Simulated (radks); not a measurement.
Q: The mean radii <r> (bohr) of the occupied orbitals of an atom or ion are listed with their occupations. All-electron calculation, non-relativistic Kohn-Sham, LDA (Slater exchange, Perdew-Wang correlation), spin-unpolarised, spherical densities, point nucleus. Program: a radial shooting solver on a logarithmic mesh with Libxc functionals.

| orbital | occ. | <r> |
|---|---|---|
| 1s | 2 | 0.02532 |
| 2s | 2 | 0.1080 |
| 2p | 6 | 0.09172 |
| 3s | 2 | 0.2785 |
| 3p | 6 | 0.2678 |
| 3d | 10 | 0.2380 |
| 4s | 2 | 0.5731 |
| 4p | 4 | 0.5752 |

Name the element and its charge.

A: Z = 60, neodymium, charge +26: Nd26+ in [Ar] 3d10 4s2 4p4. The 1s radius gives Z: for a bare nucleus <r> = 1.5/Z, 0.025 bohr for Z = 60, and screening makes it slightly larger (0.02532 here). The occupations add up to 34, and the charge is Z minus that.
